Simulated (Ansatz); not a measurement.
Isolated molecules relaxed with PBE0-D4/def2-TZVP in Ansatz; ΔE leaves out vibrations. CBS: MP2 limit from def2 TZ/QZ plus the TZ coupled-cluster correction, frozen cores. DFT in def2-TZVPP. Elements past krypton have def2 core potentials. For Sn outer-core shells are correlated without core-valence functions, which leaves a few kJ/mol of doubt a bond. Each species was taken in one conformer, which may not be the lowest.

Reaction (substitution at a C–C bond): `CC1CCOCO1` + `[NH2][Sn][SH]` → `C[S][Sn][NH2]` + `C1COCOC1`

```tsv
species	PBE0 energy (Eh)
`CC1CCOCO1`	-346.72759
`[NH2][Sn][SH]`	-668.94719
`C[S][Sn][NH2]`	-708.21751
`C1COCOC1`	-307.44247
```

**Question.** Work out ΔE.

**Answer.** ΔE = (-708.21751) + (-307.44247) − (-346.72759) − (-668.94719) = 0.01480 Eh = +38.9 kJ/mol. CCSD(T)/CBS gives +40.6 kJ/mol.

Largest T1 diagnostic among the species: 0.016.

From PBE to PBE0 (25 % exact exchange), in def2-TZVPP and without D4, ΔE moves by +3.6 kJ/mol.
